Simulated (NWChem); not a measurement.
System: CH4Cl2OSi; SMILES C[Si](O)(Cl)Cl

The following NWChem deck was run.

```
start job
memory heap 200 mb stack 900 mb global 1100 mb
geometry units angstroms noautoz
  C      1.682703     0.002891     1.235094
  Si     0.379357     0.000701    -0.068230
  O      1.104932     0.000018    -1.545126
  Cl    -0.845253     1.654946     0.111459
  Cl    -0.843037    -1.654917     0.113780
  H      2.314632    -0.892549     1.137410
  H      1.227941     0.007049     2.236063
  H      2.317186     0.895852     1.131291
  H      0.541634    -0.003521    -2.325473
end
basis spherical
  C library 6-31+g*
  Si library 6-31+g*
  O library 6-31+g*
  Cl library 6-31+g*
  H library 6-31+g*
end
dft
  xc hfexch
  iterations 150
  mulliken
end
task dft energy
```

NWChem printed, in part:

```
             Northwest Computational Chemistry Package (NWChem) 7.3.0
             --------------------------------------------------------

 C1  symmetry detected

                             Geometry "geometry" -> ""
                             -------------------------

 Output coordinates in angstroms (scale by  1.889725989 to convert to a.u.)

  No.       Tag          Charge          X              Y              Z
 ---- ---------------- ---------- -------------- -------------- --------------
    1 C                    6.0000     1.57545055     0.00072161     1.33140913
    2 Si                  14.0000     0.35343961     0.00001224    -0.04846688
    3 O                    8.0000     1.16713827    -0.00027031    -1.47870313
    4 Cl                  17.0000    -0.87890367     1.65486701     0.05769360
    5 Cl                  17.0000    -0.87863691    -1.65499750     0.05819115
    6 H                    1.0000     2.21164774    -0.89503028     1.27165210
    7 H                    1.0000     1.06089665     0.00458674     2.30299755
    8 H                    1.0000     2.21554275     0.89337207     1.26675450
    9 H                    1.0000     0.65213871    -0.00304869    -2.29173839

 Effective nuclear repulsion energy (a.u.)     369.7286389090

  xc_inp: hfexch multiplicative factor not found.

                                 NWChem DFT Module
                                 -----------------

 Summary of "ao basis" -> "ao basis" (spherical)
 ------------------------------------------------------------------------------
       Tag                 Description            Shells   Functions and Types
 ---------------- ------------------------------  ------  ---------------------
 C                          6-31+g*                  8       18   4s3p1d
 Si                         6-31+g*                 10       22   5s4p1d
 O                          6-31+g*                  8       18   4s3p1d
 Cl                         6-31+g*                 10       22   5s4p1d
 H                          6-31+g*                  2        2   2s

            General Information
            -------------------
          SCF calculation type: DFT
          Wavefunction type:  closed shell.
          No. of atoms     :     9
          No. of electrons :    66
           Alpha electrons :    33
            Beta electrons :    33
          Charge           :     0
          Spin multiplicity:     1
          Use of symmetry is: off; symmetry adaption is: off
          Maximum number of iterations: 150
          AO basis - number of functions:   110
                     number of shells:    54
          Convergence on energy requested:  1.00D-06
          Convergence on density requested:  1.00D-05
          Convergence on gradient requested:  5.00D-04

              XC Information
              --------------
                     Hartree-Fock (Exact) Exchange  1.000

      Superposition of Atomic Density Guess
      -------------------------------------

 Sum of atomic energies:       -1322.13342985

      Non-variational initial energy
      ------------------------------

 Total energy =   -1323.939895
 1-e energy   =   -2562.513814
 2-e energy   =     868.845280
 HOMO         =      -0.400856
 LUMO         =       0.016623

     ---------------------------------------------
      Total Density - Mulliken Population Analysis
     ---------------------------------------------

    Atom       Charge   Shell Charges
 -----------   ------   -------------------------------------------------------
    1 C    6     7.16   2.00  0.72  2.11  0.74  1.40  0.10  0.07  0.02
    2 Si  14    12.70   2.00  2.00  5.97  0.83  1.19  0.09  0.29 -0.01  0.11  0.24
    3 O    8     9.01   2.00  0.93  3.15  0.93  1.98 -0.09  0.09  0.01
    4 Cl  17    17.34   2.00  2.00  5.98  1.37  3.72  0.58  1.73 -0.05 -0.00  0.01
    5 Cl  17    17.34   2.00  2.00  5.98  1.37  3.72  0.58  1.73 -0.05 -0.00  0.01
    6 H    1     0.69   0.45  0.24
    7 H    1     0.69   0.45  0.24
    8 H    1     0.69   0.45  0.24
    9 H    1     0.38   0.35  0.03

   convergence    iter        energy       DeltaE   RMS-Dens  Diis-err
 ---------------- ----- ----------------- --------- --------- ---------
 d= 0,ls=0.0,diis     1  -1323.0293970938 -1.69D+03  8.69D-03  5.96D-01
 d= 0,ls=0.0,diis     2  -1323.0916827635 -6.23D-02  2.69D-03  1.59D-01
 d= 0,ls=0.0,diis     3  -1323.1082633303 -1.66D-02  8.01D-04  5.96D-03
 d= 0,ls=0.0,diis     4  -1323.1092088978 -9.46D-04  2.70D-04  4.40D-04
 d= 0,ls=0.0,diis     5  -1323.1092872883 -7.84D-05  1.11D-04  2.02D-05
  Resetting Diis
 d= 0,ls=0.0,diis     6  -1323.1092928339 -5.55D-06  3.94D-05  1.27D-06
 d= 0,ls=0.0,diis     7  -1323.1092932962 -4.62D-07  6.80D-06  8.86D-08

         Total DFT energy =    -1323.109293296201
      One electron energy =    -2565.382249574057
           Coulomb energy =      963.051403761004
    Exchange-Corr. energy =      -90.507086392178
 Nuclear repulsion energy =      369.728638909030

 Numeric. integr. density =        0.000000000000

                       DFT Final Molecular Orbital Analysis
                       ------------------------------------

 Vector   31  Occ=2.000000D+00  E=-4.710596D-01
              MO Center= -7.2D-01,  3.2D-04,  1.2D-02, r^2= 4.1D+00
   Bfn.  Coefficient  Atom+Function         Bfn.  Coefficient  Atom+Function
  ----- ------------  ---------------      ----- ------------  ---------------
    67      0.484758  4 Cl pz                89     -0.484533  5 Cl pz
    71      0.280581  4 Cl pz                93     -0.280480  5 Cl pz
    63     -0.187591  4 Cl pz                85      0.187504  5 Cl pz
    44      0.153112  3 O  py                48      0.126921  3 O  py
    66      0.089354  4 Cl py                88      0.089188  5 Cl py

[...]
```

Level: Hartree-Fock/6-31+G* (spherical d). Geometry: optimised at PBE0/def2-SVP.
